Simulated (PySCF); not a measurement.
H₄MgO₂Si.

```xyz
8

Mg     0.0000     0.0000     1.2541
O      0.0000     0.0000     3.0134
H      0.0000     0.0000     3.9657
O      0.0000     0.0000    -0.5458
Si     0.0000     0.0000    -2.1828
H     -1.2084    -0.6977    -2.7324
H      1.2084    -0.6977    -2.7324
H      0.0000     1.3954    -2.7324
```
Charge 0, spin multiplicity 1.

The structure is a stationary point at r2SCAN-D4/def2-SVP. One conformer was computed; it need not be the lowest.

All values below come from KT2/pcSseg-1 in PySCF. Non-relativistic, no solvent.

Computed absolute GIAO shielding of each atom: isotropic value and principal components (ppm):
```
atom  σ(iso)    σ11    σ22    σ33   span
----  ------  -----  -----  -----  -----
Mg1    548.4  466.8  466.8  711.7  244.9
O2     401.6  393.8  393.8  417.1   23.3
H3      31.8   24.0   24.0   47.6   23.6
O4     366.5  309.6  395.0  395.0   85.4
Si5    401.5  348.5  348.5  507.4  158.9
H6      25.8   22.7   23.9   30.8    8.1
H7      25.8   22.7   23.9   30.8    8.1
H8      25.8   22.7   23.9   30.8    8.1
```
